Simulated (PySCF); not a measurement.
SMILES C[SiH](C)C[SiH2]Cl, singlet, GFN2-xTB optimised geometry.

```
17

Si     0.99    -1.83     0.00
Cl     3.01    -1.83     0.00
C      0.36    -0.04     0.00
Si    -1.53     0.18     0.08
C     -1.94     2.03     0.06
C     -2.34    -0.68    -1.41
H      0.56    -2.54     1.20
H      0.57    -2.55    -1.20
H      0.74     0.46    -0.89
H      0.81     0.48     0.84
H     -2.03    -0.43     1.33
H     -3.01     2.20     0.12
H     -1.48     2.55     0.91
H     -1.58     2.51    -0.84
H     -2.16    -1.75    -1.39
H     -3.41    -0.53    -1.42
H     -1.95    -0.29    -2.35
```

Density from B3LYP/def2-SVP run with PySCF 2.14.0 at that geometry.

Minimum of the electron density along straight lines between bonded atoms, close to the bond critical point (lines longer than 1.1 times the sum of covalent radii, or with two minima, are not listed):

```
bond     length / Å  ρ at the minimum / e bohr⁻³  ∇²ρ there / e bohr⁻⁵  position (fraction from the first atom)
-------  ----------  ---------------------------  --------------------  ---------------------------------------
Si1–Cl2       2.025                            ?                  0.32                                     0.37
Si1–C3        1.893                        0.113                  0.31                                     0.38
C3–Si4        1.910                        0.107                  0.31                                     0.62
Si4–C5        1.903                        0.111                  0.32                                     0.38
Si4–C6        1.900                        0.111                  0.31                                     0.38
Si1–H7        1.461                        0.120                  0.34                                     0.49
Si1–H8        1.462                        0.119                  0.34                                     0.49
C3–H9         1.091                        0.267                 -0.92                                     0.62
C3–H10        1.091                        0.267                 -0.92                                     0.62
Si4–H11       1.474                        0.115                  0.33                                     0.49
C5–H12        1.086                        0.273                 -0.97                                     0.62
C5–H13        1.086                        0.273                 -0.97                                     0.62
C5–H14        1.087                        0.272                 -0.97                                     0.62
C6–H15        1.085                        0.273                 -0.98                                     0.62
C6–H16        1.086                        0.273                 -0.98                                     0.62
C6–H17        1.086                        0.272                 -0.97                                     0.62
```

Some entries are withheld; supply them.


- Si1–Cl2, ρ at the minimum / e bohr⁻³: 0.096
